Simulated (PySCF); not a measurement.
Compound: C5H2ClN3.
SMILES with atom numbers: `[N:1]#[C:2][c:3]1[cH:4][n:5][n:6][cH:7][c:8]1[Cl:9]`

Cartesian coordinates in Å at the GFN2-xTB level; atoms count from 1:
```xyz
11
C5H2ClN3 angstrom
N      3.109    0.880   -0.263
C      2.026    0.523   -0.162
C      0.698    0.056   -0.033
C      0.433   -1.301    0.234
N     -0.784   -1.773    0.360
N     -1.813   -0.991    0.241
C     -1.668    0.292   -0.008
C     -0.413    0.890   -0.160
Cl    -0.245    2.568   -0.488
H      1.241   -2.010    0.345
H     -2.578    0.867   -0.092
```

Probes without a nucleus sit at each ring's centroid and 1 Å off its mean plane on both sides; NICS is minus the shielding there, NICSzz its component along the normal. Level: GIAO PBE0/pcSseg-1 (PySCF, non-relativistic, gas phase) on the GFN2-xTB geometry, one conformer.

Ring bond lengths (Å), with Mayer bond orders in brackets: C3–C4 1.408 (1.28), C4–N5 1.312 (1.53), N5–N6 1.298 (1.30), N6–C7 1.315 (1.52), C7–C8 1.399 (1.26), C8–C3 1.395 (1.30).

Question: Give the NICS values of each ring in ppm.

Answer: 
| ring | type | NICS(0) | NICS(1), two faces | NICS(1)zz, two faces | rms pucker (Å) | centre to ring atoms, mean (Å) |
| --- | --- | --- | --- | --- | --- | --- |
| C3–C4–N5–N6–C7–C8 | 6-membered ring with 2 N; formal bonds all aromatic | -6.2 | -11.0 / -11.0 | -25.8 / -25.8 | 0.00 | 1.35 |

Question: What do they say, and how far can they be read as aromaticity?

Answer: 
- C3–C4–N5–N6–C7–C8: mean NICS(1)zz -25.8 ppm, shielded, aromatic by this magnetic criterion (flat ring, no four-coordinate atom).

Question: What does the geometric index give? HOMA = 1 − mean of α(R − Ropt)² over the ring bonds, with Krygowski's 1993 parameters (CC: Ropt 1.388 Å, α 257.7 Å⁻²; CN: Ropt 1.334 Å, α 93.52 Å⁻²; NN: Ropt 1.309 Å, α 130.33 Å⁻²).

Answer: 
- C3–C4–N5–N6–C7–C8: HOMA 0.96; the largest term is that of C3–C4, α(R − Ropt)² = 0.10. The geometric and the magnetic index point the same way.

Question: At the first NICS(1) probe listed for ring C3–C4–N5–N6–C7–C8, 1 Å off the ring, what do the in-plane components average?

Answer: The isotropic value is a third of the trace: (3 × -11.0 − (-25.8))/2 = -3.6 ppm.

Question: How shielded are the nuclei of the rings and their hydrogens (means over atoms taken as equivalent)?

Answer: 
| atoms | environment | σ isotropic (ppm) | principal values of the symmetric part, first atom (ppm) |
| --- | --- | --- | --- |
| C3 | substituted aromatic carbon | 70.1 | -35.7, 84.6, 161.5 |
| C4 | aromatic CH next to a ring nitrogen | 31.5 | -86.0, 39.4, 141.2 |
| N5 | pyridine-type nitrogen | -189.4 | -630.7, -196.5, 258.8 |
| N6 | pyridine-type nitrogen | -214.5 | -678.5, -203.3, 238.2 |
| C7 | aromatic CH next to a ring nitrogen | 31.2 | -90.0, 45.4, 138.1 |
| C8 | aromatic C–Cl carbon | 34.4 | -63.2, 28.9, 137.6 |
| H10 | aromatic hydrogen | 22.19 | 18.5, 19.3, 28.8 |
| H11 | aromatic hydrogen | 21.94 | 17.5, 18.9, 29.4 |

Hardware: one thread of an Arm Neoverse V1, shared host with 32 logical CPUs at a one-minute load of 21. Cost: 26 s wall, 0.75 GiB resident at most. This is the whole shielding run at PBE0/pcSseg-1, SCF included.
